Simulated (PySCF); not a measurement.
## PrCl3(H2O) at several levels of theory

Computed with PySCF 2.14.0 (density fitting, no spin-orbit coupling) at the geometry relaxed with PBE0:

```xyz
7
PrCl3(H2O) (singlet in the valence; each metal's 4f electrons, 2 of them, lie in its core potential, out of spins and levels)
Pr   -0.0222   -0.0680    0.0680
Cl    1.0924    1.9664    1.2141
Cl   -1.7971   -1.3912    1.3912
Cl    1.0924   -1.2141   -1.9664
O    -1.3992    1.3968   -1.3968
H    -1.6043    2.3258   -1.2264
H    -1.6043    1.2264   -2.3258
```

```json
{"level": "PBE0", "basis": "Pr lcecp-1-SVP with ECP48, Cl def2-SVP, O def2-SVP, H def2-SVP", "state": "singlet", "HOMO (eV)": "-8.35", "gap (eV)": "6.86", "charge on Pr1 (e)": "0.93", "population of f-type functions on Pr1 (polarisation alone where 4f lies in the core)": "0.07", "dipole about the centre of mass (D)": "5.55", "largest force component (eV/Å)": "0.01"}
{"level": "wB97X", "basis": "the same", "state": "singlet", "HOMO (eV)": "-10.72", "gap (eV)": "11.02", "charge on Pr1 (e)": "0.95", "population of f-type functions on Pr1 (polarisation alone where 4f lies in the core)": "0.07", "dipole about the centre of mass (D)": "5.62", "largest force component (eV/Å)": "0.09"}
```

In the lcecp rows the 4f levels are missing from HOMO and gap, and the state counts the valence alone.

Charges are Mulliken's, which hang on the basis. The relaxation used the grid (50, 194), these runs (75, 302) or, all-electron (x2c bases, spin-free X2C Hamiltonian), (99, 590).

Q: What does PBE with Pr lcecp-1-SVP with ECP48, Cl def2-SVP, O def2-SVP, H def2-SVP give here?

A: state singlet, HOMO (eV) -6.94, gap (eV) 4.73, charge on Pr1 (e) 0.74, population of f-type functions on Pr1 (polarisation alone where 4f lies in the core) 0.07, dipole about the centre of mass (D) 5.47, largest force component (eV/Å) 0.47. Time: 13 s on 2 threads of Intel(R) Xeon(R) Platinum 8259CL CPU @ 2.50GHz (Skylake/Cascade Lake), on a shared host, from an already converged density.

In the first row's basis the gap widens with exact exchange: 4.7 eV for PBE (none); 6.9 eV for PBE0 (a fixed share); 11.0 eV for wB97X (rising or full at long range).

A frequency check found unstable modes (1, the lowest at -35 cm⁻¹), so the relaxed geometry is a saddle point, or these are noise. An lcecp potential fixes the number of 4f electrons, so in runs with it no electron can move into or out of that shell.
